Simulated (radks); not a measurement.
Problem. Hg3+, 77 electrons, occupied as [Xe] 4f14 5d9. Method: Dirac Kohn-Sham, B86b exchange with PBE correlation, spin-unpolarised, spherical densities, finite nucleus; open shells fill j = l - 1/2 first; Fermi nuclear charge, rms radius 5.4648 fm; computed with a radial shooting solver on a logarithmic mesh with Libxc functionals. Some entries of the table are withheld. Estimate them.

| orbital | occ. | eigenvalue (eV) | <r^2> (bohr^2) |
|---|---|---|---|
| 1s1/2 | 2 | (1) | 0.0003810 |
| 2s1/2 | 2 | (2) | 0.005740 |
| 2p1/2 | 2 | -14142.25 | 0.004053 |
| 2p3/2 | 4 | -12194.36 | 0.005239 |
| 3s1/2 | 2 | -3522.296 | 0.03725 |
| 3p1/2 | 2 | -3254.729 | 0.03391 |
| 3p3/2 | 4 | -2823.271 | 0.04030 |
| 3d3/2 | 4 | -2378.653 | 0.03086 |
| 3d5/2 | 6 | -2286.204 | 0.03259 |
| 4s1/2 | 2 | -801.2056 | 0.1800 |
| 4p1/2 | 2 | -686.2709 | 0.1832 |
| 4p3/2 | 4 | -582.1050 | 0.2154 |
| 4d3/2 | 4 | -393.8732 | 0.2263 |
| 4d5/2 | 6 | -374.4501 | 0.2376 |
| 5s1/2 | 2 | -151.9154 | 0.9105 |
| 4f5/2 | 6 | -132.2749 | 0.2769 |
| 4f7/2 | 8 | -128.0801 | 0.2848 |
| 5p1/2 | 2 | -113.8961 | 1.059 |
| 5p3/2 | 4 | -95.4816 | 1.273 |
| 5d3/2 | 4 | -43.6632 | 2.144 |
| 5d5/2 | 5 | -41.5963 | 2.287 |
| 6s1/2 | 0 | -34.1153 | 5.546 |
| 6p1/2 | 0 | -25.7384 | 7.452 |
| 6p3/2 | 0 | -23.4447 | 8.737 |

Solution. 
(1) 1s1/2 eigenvalue (eV): -83037.21
(2) 2s1/2 eigenvalue (eV): -14733.93
